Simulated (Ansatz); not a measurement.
Two isomers of CH3BN2: A = `N=C1BN1`, B = `NB1C=N1`.

Program: Ansatz. Geometries: PBE0-D4/def2-TZVP. ΔE: electronic, gas phase. CCSD(T)/CBS adds triple-zeta CCSD(T) − MP2 to the extrapolated MP2 energy (def2 sets, frozen cores). Functionals use def2-TZVPP. B3LYP here is the variant with VWN-RPA as its local correlation; programs differ in this. One conformer a species, not always the lowest.

A:

```xyz
7

N     1.694   -0.031    0.458
C     0.446    0.031    0.330
B    -1.024    0.191    0.640
N    -0.569   -0.080   -0.636
H     2.162   -0.229   -0.427
H    -2.016    0.375    1.257
H    -0.694   -0.257   -1.623
```

B:

Z-matrix (Å, degrees):
```
N
B 1 1.383
H 1 1.005 2 122.3
H 1 1.004 2 123.2 3 -180.0
C 2 1.451 1 162.1 3 -180.0
N 2 1.446 1 144.7 3 -0.0
H 5 1.087 2 166.8 1 -0.0
```

(1) Which isomer does CCSD(T)/CBS put lower? Give the gap. (Best estimate.)

(2) Give E(B) − E(A) in kJ/mol with PBE-D4, CCSD(T)/def2-TZVPP, B3LYP, r2SCAN-D4, LDA (SPW92), HF/def2-TZVPP, ωB97M-V. (Best estimate.)

(3) Does the order hold for the free energy at 298.15 K (harmonic terms from PBE0-D4)? (Best estimate.)

Largest T1 diagnostic: 0.015.

Results:

(1) The calculation gave: B, by 130.0 kJ/mol.

(2) The calculation gave: PBE-D4 -109.6, CCSD(T)/def2-TZVPP -130.6, B3LYP -123.6, r2SCAN-D4 -118.4, LDA (SPW92) -105.9, HF/def2-TZVPP -151.9, ωB97M-V -132.6. None reverses the order clearly.

(3) Computed: Yes: G(B) − G(A) = -124.7 kJ/mol, for one conformer each.

Leaving LDA and LC-ωPBE aside and taking each functional with its dispersion term where it has one, the values, not all of them listed here, spread over 27.4 kJ/mol, from BHLYP-D4 to revPBE-D4. LDA lies +4.0 kJ/mol from PBE without D4. From PBE to PBE0 (25 % exact exchange), in def2-TZVPP and without D4, E(B) − E(A) moves by −11.8 kJ/mol.
